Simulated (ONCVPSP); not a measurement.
**Configuration tests for La (ONCV)**

ONCVPSP 4.0.1 input, shortened (lines: element, Z, core and valence counts, functional; n l f; lmax; l rc ep ncon nbas qcut; lloc lpopt rc5 dvloc0; l nproj debl; icmod fcfact rcfact), LDA (Perdew-Wang 92), fully relativistic:

```
  La 57.00    9    4  -001012      upf
    1    0    2.00
    2    0    2.00
    2    1    6.00
    3    0    2.00
    3    1    6.00
    3    2   10.00
    4    0    2.00
    4    1    6.00
    4    2   10.00
    5    0    2.00
    5    1    6.00
    5    2    1.00
    6    0    2.00
    3
    0    2.40    0.00    4    8    4.40
    1    2.75    0.00    4    7    5.50
    2    4.00    0.00    4    9    4.00
    3    3.15    0.46    4    7    3.10
    4    5    1.90    1.00
    0    2    4.00
    1    2    2.60
    2    1    3.90
    3    1    3.60
    2    0.35    0.95
```

Open shells are filled in proportion to 2j + 1.

In the f channel the program set the typed energies aside and used -0.164 Ha (j = l + 1/2; the other j can differ).

Energies are relative to the spin-unpolarised reference configuration 5s2 5p6 5d1 6s2; without spin polarisation the order of configurations can differ from experiment.

| valence configuration | charge | ΔE all-electron (eV) | error AE − PS (meV) |
| --- | --- | --- | --- |
| 5s2 5p6 5d1 6s1 | +1 | 6.157 | -1.0 |
| 5s2 5p6 5d1 6s0 | +2 | 17.302 | -7.1 |

(1) What are ΔE and the potential's error for 5s2 5p6 5d0 6s2 6p1?

(2) What are ΔE and the potential's error for 5s2 5p6 5d0 6s0?

Levels in the configuration 5s2 5p6 5d0 6s2 6p1:

| level | all-electron (eV) | pseudo (eV) |
| --- | --- | --- |
| 5s j=1/2 | -41.969 | -41.861 |
| 5p j=3/2 | -24.448 | -24.387 |
| 5p j=1/2 | -27.070 | -26.997 |
| 6s j=1/2 | -4.997 | -4.990 |
| 6p j=3/2 | -2.140 | -2.141 |
| 6p j=1/2 | -2.380 | -2.382 |

## Answers

(1) ΔE = 2.366 eV all-electron; the error (AE − PS) is +16 meV.

(2) ΔE = 36.388 eV all-electron; the error (AE − PS) is +39 meV.

These tests converged, but a pseudo level misses the all-electron one widely, so the file describes the atom poorly there or has found another state: 5s2 5p6 5d0 6s2 6p1: empty 5d by 4.9 eV.
